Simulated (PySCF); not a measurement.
Vertical excitations of a molecule C3H8GeSi from TDA-CAM-B3LYP/def2-SVPD (PySCF), as energy in eV (oscillator strength): 6.24 (0.000), 6.49 (0.047), 6.58 (0.001), 6.72 (0.001), 7.21 (0.025), 7.31 (0.019), 7.35 (0.053), 7.43 (0.039), 7.55 (0.074), 7.69 (0.049). Lowest triplet (TDA): 5.17 eV. Geometry: r2SCAN-D4/def2-SVP. One conformer was computed; it need not be the lowest.

Q: Which structure fits?
A) C#C[CH2][GeH2][SiH3]
B) C=C1[CH2][GeH2][SiH2]1
C) C=C=[C]([SiH3])[GeH3]
D) C[Si@H]1C=[CH][GeH2]1

A: A, C#C[CH2][GeH2][SiH3]
